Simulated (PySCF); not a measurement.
Sb (antimony, neutral): B3LYP calculation

Configuration: [Kr] 4d10 5s2 5p3, high-spin 4S determinant. Calculation: PySCF 2.14, in aug-cc-pVTZ-DK3 (8s7p5d2f, 68 functions); the spin-free X2C one-electron Hamiltonian (Gaussian nucleus).

```
Total energy                        : -6480.57 hartree
One-electron energy                 : -8899.34 hartree
Hartree (Coulomb) energy            : 2591.08 hartree
Exchange-correlation energy         : -172.31 hartree
⟨S²⟩                                : 3.7507
⟨L²⟩                                : 0.000
Sum of ⟨r⟩                          : 36.71 bohr
Sum of ⟨r²⟩                         : 61.20 bohr²
Langevin diamagnetic susceptibility : -48.5 ×10⁻⁶ cm³/mol
```

```
shell  electrons  mean orbital energy (eV)  rms radius, mean of both spins (bohr)
 1s α          1                  -30323.3                                 0.0325
 1s β          1                  -30323.3                                 0.0325
 2s α          1                   -4635.0                                  0.133
 2s β          1                   -4634.9                                  0.133
 2p α          3                   -4163.5                                  0.118
 2p β          3                   -4163.5                                  0.118
 3s α          1                   -917.22                                  0.353
 3s β          1                   -917.15                                  0.353
 3p α          3                   -762.34                                  0.353
 3p β          3                   -762.25                                  0.353
 3d α          5                   -524.50                                  0.332
 3d β          5                   -524.44                                  0.332
 4s α          1                   -154.27                                  0.842
 4s β          1                   -154.10                                  0.842
 4p α          3                   -106.21                                  0.911
 4p β          3                   -106.02                                  0.911
 4d α          5                   -35.715                                   1.12
 4d β          5                   -35.453                                   1.12
 5s α          1                   -14.774                                   2.39
 5s β          1                   -12.555                                   2.39
 5p α          3                    -6.153                                   3.09
```

Densities and radii are taken from the X2C orbitals without a picture-change correction, which distorts them close to the nucleus.
